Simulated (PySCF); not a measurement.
# One molecule, a ladder of functionals, a line

Molecule: SMILES C=[CH][AlH2-][NH3+], C₂H₈AlN.

Mapped SMILES: `[CH2:1]=[CH:2][AlH2-:3][NH3+:4]`; H(Xn) means a hydrogen on atom n. Ha(C1) is cis to Al3; Hb(C1) is trans to Al3.

GIAO shieldings (ppm, equivalent atoms averaged) in PySCF on the PBE0-D3(BJ)/def2-SVP geometry, basis pcSseg-2, gas phase, non-relativistic:

| functional | exact exchange (%) | σ(C1) | σ(Al3) |
| --- | --- | --- | --- |
| BLYP | 0 | 28.3 | 401.1 |
| BP86 | 0 | 30.9 | 406.3 |
| PBE | 0 | 30.5 | 405.1 |
| PBE0 | 25 | 33.6 | 420.9 |
| mPW1PW91 | 25 | 33.2 | 421.7 |
| BHandHLYP | 50 | 34.8 | 430.4 |
| HF | 100 | 44.1 | 462.3 |

(1) Fit each shielding as a line in the percentage of exact exchange.

(2) What does the line predict for B3LYP (20 %), and what does the run give?

## Answers

(1) σ(C1) = 29.7 + 0.14 x (rms 1.1 ppm); σ(Al3) = 404.8 + 0.57 x (rms 2.2 ppm). The functionals also differ in their semilocal parts, which the line can't hold; Hartree–Fock has no correlation at all.

(2) σ(C1): 32.5 predicted, 30.6 computed; σ(Al3): 416.2 predicted, 413.3 computed ppm.
